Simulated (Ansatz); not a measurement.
C2H8BFSi (`BC(C)(F)[SiH3]`), relaxed with RKS PBE-D4/def2-SVP in Ansatz 0.2.0 from a rough embedded geometry. The force threshold is 0.03 eV/Å; the program also tests the step.

Charge 0, multiplicity 1.

Start:

```xyz
13

B     1.552   -0.297    0.448
C    -0.021   -0.246    0.436
C    -0.526   -1.234   -0.577
F    -0.543   -0.585    1.604
Si   -0.626    1.487    0.023
H     2.209    0.037   -0.473
H     2.126   -0.534    1.465
H    -0.202   -2.252   -0.394
H    -1.595   -1.240   -0.653
H    -0.130   -0.989   -1.636
H    -0.062    1.879   -1.294
H    -2.066    1.513   -0.038
H    -0.117    2.461    1.089
```

(1) How much energy does the relaxation release, and in how many steps? (An estimate is asked.)

(2) Which bonds change most? (Best estimate.)

(3) Give the relaxed structure. (An estimate is asked.)

Results:

(1) Ansatz gave: 53.29 kJ/mol, in 17 steps, 2 of them rejected.

(2) Computed: B1–Si5 from 2.847 to 2.376 Å; C2–Si5 from 1.882 to 2.076 Å; B1–C2 from 1.574 to 1.508 Å; C2–F4 from 1.324 to 1.389 Å.

(3) Ansatz gave: 
```xyz
13

B     1.412   -0.060    0.608
C     0.008   -0.578    0.428
C    -0.557   -1.327   -0.765
F    -0.722   -0.894    1.567
Si   -0.354    1.434    0.066
H     2.047    0.204   -0.399
H     1.844    0.202    1.712
H    -0.441   -2.414   -0.572
H    -1.639   -1.133   -0.918
H    -0.006   -1.082   -1.692
H    -0.310    1.691   -1.411
H    -1.763    1.509    0.576
H     0.480    2.447    0.799
```
